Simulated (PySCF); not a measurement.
W(O)(NH)(Cl)(SH) (ClH2NOSW), SMILES [NH]=[W](=[O])([SH])[Cl], multiplicity 1. The structure is a stationary point at PBE-D3(BJ)/def2-SVP. The multiplicity is an assumed one; no other spin state was optimised. The structure was generated by enumeration; whether it is a known compound was not checked. The def2 effective core potentials stand for the cores of W; spin–orbit coupling is left out. The values are those of a single conformer.

Method: PBE-D3(BJ)/def2-SVP run with PySCF 2.14.0.

Harmonic wavenumbers (cm⁻¹): 106, 149, 178, 204, 274, 293, 380, 393, 521, 602, 650, 952, 990, 2615, 3513. Rotational constants (GHz): 2.565, 1.524, 1.277; symmetry number 1.

**Question.** Work out the zero-point energy and the ideal-gas rigid-rotor harmonic-oscillator thermochemistry at 298.15 K and 1 atm.

**Answer.** ZPE = ½ Σ hcν = ½ × 11821 cm⁻¹ = 70.70 kJ/mol. H − E(el) = 92.77 kJ/mol. Entropy in J/(mol K): translation 179.17, rotation 119.48, vibration 71.75, total 370.40. G − E(el) = -17.66 kJ/mol. Cp = 108.31 J/(mol K). Modes under 150 cm⁻¹ make the vibrational entropy uncertain.
